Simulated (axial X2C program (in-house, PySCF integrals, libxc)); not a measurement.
# GaBr: cheaper levels and CCSD(T), 2c

Computed with an in-house all-electron X2C program for linear molecules (integrals from PySCF). Two-component (2c) means X2C with spin–orbit coupling and atomic mean-field two-electron Coulomb and Gaunt terms. Basis: Br dyall-cv3z [8s9p6d4f1g], Ga dyall-cv3z [9s9p7d4f1g] (cores contracted in-house); Gaussian nuclei, density fitting, unrestricted open shells. Masses: Br 78.918 u, Ga 68.926 u.

State: Ω = 0 (closed shell); fragments Br + Ga.

```json
{"level": "PBE0", "Re (Å)": "2.368", "ωe (cm⁻¹)": "261.9", "De (eV)": "n/a"}
{"level": "HF", "Re (Å)": "2.392", "ωe (cm⁻¹)": "255.3", "De (eV)": "n/a"}
{"level": "MP2", "Re (Å)": "2.377", "ωe (cm⁻¹)": "265.6", "De (eV)": "4.16"}
{"level": "CCSD", "Re (Å)": "2.381", "ωe (cm⁻¹)": "263.6", "De (eV)": "3.91"}
{"level": "M06", "Re (Å)": "2.377", "ωe (cm⁻¹)": "259.5", "De (eV)": "n/a"}
```

Correlated methods: 10 electrons correlated (number of frozen shells: Br 3 s, 2 p, 1 d; Ga 3 s, 2 p, 1 d), 274 virtual spin orbitals or spinors in MP2, 90 natural virtuals in coupled cluster.

CCSD(T), same Hamiltonian and basis:

Re = 2.381 Å, ωe = 264.0 cm⁻¹, De = 4.02 eV; T1 = 0.012 (Lee–Taylor normalisation).

Question: Give the differences from CCSD(T) in the columns below.

Answer: 

| level | ΔRe (Å) | Δωe (cm⁻¹) | ΔDe (eV) |
| --- | --- | --- | --- |
| PBE0 | -0.013 | -2.1 | n/a |
| HF | 0.011 | -8.7 | n/a |
| MP2 | -0.004 | 1.6 | 0.14 |
| CCSD | 0.000 | -0.4 | -0.11 |
| M06 | -0.004 | -4.5 | n/a |

Occupations by symmetry block were frozen at the best pattern of an incomplete PBE0 search. Closed shells are restricted here (equal orbitals for both partners); the stretched side of such a curve lies too high. Dissociation energies refer to the lowest single-determinant-based atoms at the same level and basis. De is not given where an atomic determinant may have missed its ground term or J level, or where the truncated virtual space spoils (T). CCSD and (T) use frozen natural virtuals with an MP2 correction for the truncation; (T) itself is uncorrected, so its De runs slightly low. Without a current term, density functionals place determinants with orbital angular momentum somewhat too high. With the outer-core shells frozen, correlated bond lengths of heavy atoms tend to come out a few hundredths of an ångström too long.
